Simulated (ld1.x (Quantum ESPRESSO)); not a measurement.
## Varying the TM potential for Cl

Base potential:

* Element: Cl
* Generator: ld1.x (Quantum ESPRESSO) 7.5
* Type: norm-conserving Troullier–Martins (Kleinman–Bylander form)
* Functional: LDA (PZ)
* Relativity: fully relativistic
* Frozen core: [Ne]
* Valence charge: 7
* Reference configuration: 3s2 3p4.5 (charge +0.5)
* Partial waves: 3s (bound): rc 1.25 bohr; 3p (bound): rc 1.50 bohr; 3d channel at 0.35 Ry: rc 1.30 bohr
* Local potential: all-electron potential smoothed inside 1.00 bohr (lloc = -1)
* Core correction: none

Open shells are filled in proportion to 2j + 1 (rel_dist='average').

All-electron outer shells of the reference configuration (LDA (PZ), scalar-relativistic, ld1.x):

```csv
shell,level (eV),outermost node (bohr),outermost maximum (bohr)
3s,-26.17,0.56,1.27
3p,-13.91,0.53,1.41
```

Cutoffs, loose and tight: the cutoffs (Ry, on a coarse ladder) from which the occupation-weighted sum of valence levels, in a spherical-Bessel basis at the reference potential, stays within 10 and 1 mRy of its value at 400 Ry. They do not see the model core or the augmentation charge, which bear on the density cutoff. Test errors are all-electron minus pseudo excitation energies from the reference, over the configurations 3s2 3p5; 3s2 3p4; 3s2 3p3; 3s1 3p6; 3s2 3p5.3; 3s2 3p1; 3s2 3p2. A dash means not determined; rows that change the core or the reference have their own tests.

```tsv
change	outcome	cutoff, loose	cutoff, tight	bound ghosts	largest test error (meV)
base	generated	45 Ry	80 Ry	none	+399
wave 3s (bound): rc 1.25 bohr becomes 3s (bound): rc 0.84 bohr	generated	260 Ry	over 300 Ry	none	+639
wave 3s (bound): rc 1.25 bohr becomes 3s (bound): rc 0.96 bohr	generated	120 Ry	260 Ry	none	+522
wave 3s (bound): rc 1.25 bohr becomes 3s (bound): rc 1.12 bohr	generated	55 Ry	120 Ry	none	+418
wave 3s (bound): rc 1.25 bohr becomes 3s (bound): rc 1.24 bohr	generated	45 Ry	80 Ry	none	+399
wave 3s (bound): rc 1.25 bohr becomes 3s (bound): rc 1.42 bohr	generated	45 Ry	70 Ry	none	+416
wave 3s (bound): rc 1.25 bohr becomes 3s (bound): rc 1.58 bohr	generated	35 Ry	60 Ry	none	+480
wave 3s (bound): rc 1.25 bohr becomes 3s (bound): rc 1.74 bohr	generated	30 Ry	55 Ry	none	+546
wave 3s (bound): rc 1.25 bohr becomes 3s (bound): rc 1.86 bohr	generated	30 Ry	50 Ry	none	+630
```

Reading the sweep of the s radius (base included, trends over the rows without a ghost): The loose cutoff falls from 260 Ry at 0.84 to 30 Ry at 1.86 bohr. A larger radius leaves more room for a smooth pseudo-wave, so fewer plane waves are needed; a smaller one forces it to follow the all-electron wave where it bends sharply. The median size of the test errors (rows with all tests solved) is not monotonic: lowest 3.0 meV at 1.24 bohr, highest 31.0 meV at 0.84 bohr.
